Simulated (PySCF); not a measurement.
Computed IR spectrum (relative IR intensity) of a molecule C2H8GeOSi. Geometry optimised at r2SCAN-D4/def2-SVP. One conformer was computed; it need not be the lowest. Method: r2SCAN-D4/def2-SVP in PySCF. Frequencies are harmonic and unscaled.

```csv
ν (cm⁻¹),relative intensity
220,4.2
394,4.5
505,3.2
580,8.7
626,41
649,4.0
684,8.1
735,21
770,24
809,8.3
827,84
870,35
913,89
1018,73
1234,6.7
1250,16
1419,2.1
1425,3.1
2118,70
2134,63
2188,100
3030,29
3095,11
```

Question: Which structure fits?
A) O[C@@H]1C[SiH2][GeH2]1
B) [CH3][Ge@H]1[CH2]O[SiH2]1
C) C[Si@H]1O[CH2][GeH2]1
D) C1[CH2][GeH2][O][SiH2]1

Answer: C, C[Si@H]1O[CH2][GeH2]1
